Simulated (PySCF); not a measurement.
# J couplings in C$_{5}$H$_{10}$GaN

Molfile (atoms numbered from 1):
```
C5H10GaN
     RDKit          3D

 17 16  0  0  0  0  0  0  0  0999 V2000
    1.4214    1.1939    0.4751 C   0  0  0  0  0  0  0  0  0  0  0  0
    1.4567   -0.0838    0.8872 C   0  0  0  0  0  0  0  0  0  0  0  0
    1.5728   -1.2848    0.0385 C   0  0  0  0  0  0  0  0  0  0  0  0
   -0.1553   -2.3306   -0.0872 Ga  0  0  0  0  0  4  0  0  0  0  0  0
   -1.3412   -0.6383   -0.5345 N   0  0  0  0  0  0  0  0  0  0  0  0
   -1.6536    0.4710   -0.5445 C   0  0  0  0  0  0  0  0  0  0  0  0
   -2.0600    1.8588   -0.5496 C   0  0  0  0  0  0  0  0  0  0  0  0
    1.5491    1.4534   -0.5822 H   0  0  0  0  0  0  0  0  0  0  0  0
    1.3141    2.0193    1.1847 H   0  0  0  0  0  0  0  0  0  0  0  0
    1.3488   -0.2712    1.9651 H   0  0  0  0  0  0  0  0  0  0  0  0
    1.9035   -1.0376   -0.9828 H   0  0  0  0  0  0  0  0  0  0  0  0
    2.2929   -2.0032    0.4675 H   0  0  0  0  0  0  0  0  0  0  0  0
   -0.8321   -2.7487    1.2780 H   0  0  0  0  0  0  0  0  0  0  0  0
   -0.3458   -3.2249   -1.3719 H   0  0  0  0  0  0  0  0  0  0  0  0
   -2.3953    2.1507   -1.5548 H   0  0  0  0  0  0  0  0  0  0  0  0
   -1.2013    2.4777   -0.2539 H   0  0  0  0  0  0  0  0  0  0  0  0
   -2.8811    2.0094    0.1657 H   0  0  0  0  0  0  0  0  0  0  0  0
  1  2  2  0
  2  3  1  0
  3  4  1  0
  4  5  1  0
  5  6  3  0
  6  7  1  0
  1  8  1  0
  1  9  1  0
  2 10  1  0
  3 11  1  0
  3 12  1  0
  4 13  1  0
  4 14  1  0
  7 15  1  0
  7 16  1  0
  7 17  1  0
M  CHG  2   4  -1   5   1
M  END
```

Indirect spin–spin couplings were computed at B3LYP/pcJ-1 (pcSseg-1 on Ga) (spin–dipole term only in couplings to heteroatoms) (PySCF) on a PBE0-D3(BJ)/def2-SVP structure, for the isolated molecule, without vibrational or relativistic corrections. Couplings are averaged over pairs made equivalent by symmetry, fast rotation or ring inversion, so a value needn't be that of the named pair in this geometry, while other rotamers aren't included; one pair stands for each set, and the list holds a selection of those of at least 1.5 Hz over up to four bonds.

Isotopes: 13C, 1H, 15N.

```csv
pair,bonds,J (Hz)
"C1, C2",1,75.5
"C1, H8",1,?
"C1, H9",1,166.1
"C2, C3",1,45.2
"C2, H10",1,153.8
"C3, H11",1,134.4
"N5, C6",1,-35.2
"C6, C7",1,?
"C7, H15",1,144.6
"C1, H10",2,?
"C2, H11",2,-5.3
"C3, H10",2,?
"C3, H13",2,12.5
"N5, C7",2,1.6
"N5, H13",2,-6.2
"C6, H15",2,?
"H8, H9",2,4.7
"H11, H12",2,-10.7
"H13, H14",2,25.4
"H15, H16",2,-18.3
"C1, H11",3,8.7
"C2, H13",3,2.0
"C3, H9",3,?
"N5, H15",3,-2.3
"C6, H13",3,?
"H8, H10",3,?
```

**Question.** Estimate the withheld couplings, with signs.

**Answer.** 
- 1J(C1,H8) = 160.7 Hz (bond length 1.096 Å, sp2 carbon)
- 1J(C6,C7) = 71.7 Hz (bond length 1.446 Å)
- 2J(C1,H10) = 1.5 Hz (angle at C2 117°)
- 2J(C3,H10) = 6.4 Hz (angle at C2 116°)
- 2J(C6,H15) = -10.3 Hz
- 3J(C3,H9) = 11.9 Hz (dihedral angle 179°)
- 3J(C6,H13) = 3.2 Hz (dihedral angle 91°)
- 3J(H8,H10) = 17.7 Hz (dihedral angle 178°)

Relativistic effects of the heavier atoms present are left out.
